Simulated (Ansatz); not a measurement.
A relaxation, step by step

GeN2H4 (SMILES N#N.[GeH4]), closed shell, PBE0-D4/def2-TZVP (Ansatz 0.2.0). Settings:

```yaml
hamiltonian: {xc: pbe0, dispersion: d4}
relax: {f_tol: 0.005, max_steps: 200}
```

Start (the SMILES describes the start alone):

N1  (-1.077, 0.082, -2.917)
N2  (-0.591, 0.821, -2.243)
Ge3  (0.334, -0.178, 1.032)
H4  (0.167, -1.421, 0.123)
H5  (1.465, 0.719, 0.475)
H6  (0.696, -0.638, 2.466)
H7  (-0.993, 0.616, 1.065)
(Å)

```
               step  energy less the last (meV)  largest force component (eV/Å)
                  1                        47.3                           2.179
 3 (rejected trial)                         2.2                           0.323
 5 (rejected trial)                         5.1                           0.670
                  7                         1.6                           0.059
 9 (rejected trial)                        11.7                           1.254
11 (rejected trial)                         1.9                           0.298
13 (rejected trial)                         1.4                           0.189
                 15                         1.1                           0.023
                 17                         0.9                           0.171
                 19                         0.4                           0.004
                 21                         0.2                           0.134
                 23                         0.1                           0.001
25 (rejected trial)                         0.1                           0.136
                 27                         0.1                           0.088
                 29                         0.0                           0.001
```

Step 7, positions (Å) and forces (eV/Å):

| atom | x | y | z | Fx | Fy | Fz |
| --- | --- | --- | --- | --- | --- | --- |
| N1 | -1.105 | 0.102 | -3.009 | -0.040 | -0.059 | -0.057 |
| N2 | -0.631 | 0.835 | -2.358 | 0.039 | 0.057 | 0.056 |
| Ge3 | 0.348 | -0.186 | 1.074 | 0.000 | 0.001 | 0.000 |
| H4 | 0.182 | -1.416 | 0.170 | -0.001 | 0.003 | -0.002 |
| H5 | 1.468 | 0.705 | 0.523 | 0.002 | -0.001 | 0.002 |
| H6 | 0.705 | -0.644 | 2.494 | 0.001 | 0.002 | -0.001 |
| H7 | -0.967 | 0.604 | 1.106 | 0.000 | -0.002 | 0.000 |

Step 17, positions (Å) and forces (eV/Å):

```csv
atom,x,y,z,Fx,Fy,Fz
N1,-1.133,0.145,-3.087,0.112,0.138,0.168
N2,-0.633,0.748,-2.327,-0.113,-0.139,-0.171
Ge3,0.354,-0.177,1.082,0.001,0.000,0.002
H4,0.186,-1.391,0.158,0.000,0.006,0.002
H5,1.483,0.717,0.555,-0.003,-0.003,0.002
H6,0.701,-0.661,2.497,0.000,0.001,-0.002
H7,-0.958,0.619,1.122,0.002,-0.002,-0.001
```

Step 23, positions (Å) and forces (eV/Å):

```
atom       x       y       z     Fx      Fy      Fz
  N1  -1.166   0.235  -3.191  0.000   0.001  -0.001
  N2  -0.643   0.646  -2.328  0.000  -0.001   0.001
 Ge3   0.362  -0.175   1.103  0.000  -0.001   0.000
  H4   0.200  -1.388   0.178  0.000   0.000   0.000
  H5   1.491   0.722   0.580  0.000   0.000   0.000
  H6   0.706  -0.659   2.519  0.000   0.001   0.000
  H7  -0.950   0.619   1.140  0.000   0.000   0.000
```

Last step (29):

N1  (-1.174, 0.279, -3.216)
N2  (-0.644, 0.617, -2.327)
Ge3  (0.364, -0.178, 1.108)
H4  (0.209, -1.404, 0.198)
H5  (1.488, 0.718, 0.573)
H6  (0.711, -0.642, 2.529)
H7  (-0.953, 0.609, 1.135)
(Å)

Hardware: 4 CPU threads of an Arm Neoverse V1, shared host. Wall time about 34 s.
